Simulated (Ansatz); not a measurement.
`CC(C)[SiH2]O`, relaxed with RKS PBE-D4/def2-SVP in Ansatz from a rough embedded geometry. The force threshold is 0.03 eV/Å; the program also tests the step.

The species carries charge 0 and has multiplicity 1.

Start:

```xyz
15

C     0.338    0.128   -1.588
C    -0.118   -0.513   -0.298
C     1.127   -0.899    0.475
Si   -1.327    0.465    0.780
O    -0.641    1.966    1.260
H     0.827    1.088   -1.430
H     0.925   -0.522   -2.199
H    -0.605    0.381   -2.195
H    -0.671   -1.459   -0.593
H     1.742   -0.076    0.751
H     0.881   -1.481    1.370
H     1.767   -1.615   -0.136
H    -1.734   -0.191    1.940
H    -2.552    0.835   -0.078
H     0.040    1.892    1.942
```

```csv
step,energy (eV),largest force (eV/Å),largest move (Å)
1,-13182.3229,3.146,0.000
2,-13182.7016,0.950,0.093
3,-13182.7484,0.190,0.056
4,-13182.7503,0.085,0.014
5,-13182.7506,0.081,0.017
6,-13182.7508,0.009,0.008
```

End:

```xyz
15

C     0.261    0.167   -1.607
C    -0.115   -0.559   -0.305
C     1.126   -0.963    0.507
Si   -1.304    0.497    0.737
O    -0.609    1.972    1.179
H     0.776    1.127   -1.392
H     0.947   -0.447   -2.229
H    -0.631    0.403   -2.224
H    -0.689   -1.481   -0.559
H     1.707   -0.069    0.823
H     0.862   -1.532    1.423
H     1.815   -1.596   -0.092
H    -1.721   -0.293    1.959
H    -2.515    0.867   -0.070
H     0.092    1.910    1.850
```

Hardware: 4 threads of an Arm Neoverse V2 on a shared host. Wall time 8.5 s, peak host memory 0.17 GiB.
